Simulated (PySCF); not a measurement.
C₄H₅BCl₂.
Structure used (PBE0-D3(BJ)/def2-SVP), in Å, numbered top down from 1:
```xyz
12
C4H5BCl2 angstrom
Cl     1.4643   -2.0671    1.5945
B      1.4629   -0.5756    0.6619
Cl     2.8341    0.5154    0.8201
C      0.2872   -0.2167   -0.2279
C     -0.0810    1.1125   -0.8353
C     -0.9261    0.5629    0.2475
C     -1.0963   -0.8133   -0.2671
H     -0.4798    1.1046   -1.8594
H      0.5663    1.9635   -0.6009
H     -1.0953    0.9487    1.2525
H     -1.5590   -0.9442   -1.2553
H     -1.3166   -1.6081    0.4525
```

The closed-shell ground state was solved at several levels (PySCF, density fitting, gas phase, non-relativistic).

| level | basis functions | total energy (Eh) | HOMO (eV) | LUMO (eV) | gap (eV) | dipole (D) |
| --- | --- | --- | --- | --- | --- | --- |
| PBE0/pcSseg-1 | 158 | -1100.1273 | -7.76 | -1.22 | 6.54 | 2.27 |
| B3LYP/def2-SVPD | 194 | -1100.3419 | -7.53 | -1.46 | 6.07 | 2.14 |

Question: What might KT3/pcSseg-2 (336 basis functions) give for the same quantities?

Answer: Total energy -1110.0341 Eh, HOMO -6.63 eV, LUMO -2.04 eV, gap 4.59 eV, dipole 2.14 D.

Question: Over all these levels, which gives the widest orbital gap and which the narrowest?

Answer: PBE0/pcSseg-1 (global hybrid, 25 % exact exchange) has the widest, 6.54 eV, and KT3/pcSseg-2 (GGA) the narrowest, 4.59 eV. Functional and basis both differ between the two, so the spread mixes both effects.

Question: How far do the dipole and the HOMO energy spread over the levels?

Answer: The dipole runs from 2.14 to 2.27 D (mean 2.18 D) and the HOMO from -7.76 to -6.63 eV.

One conformer stands for the species.
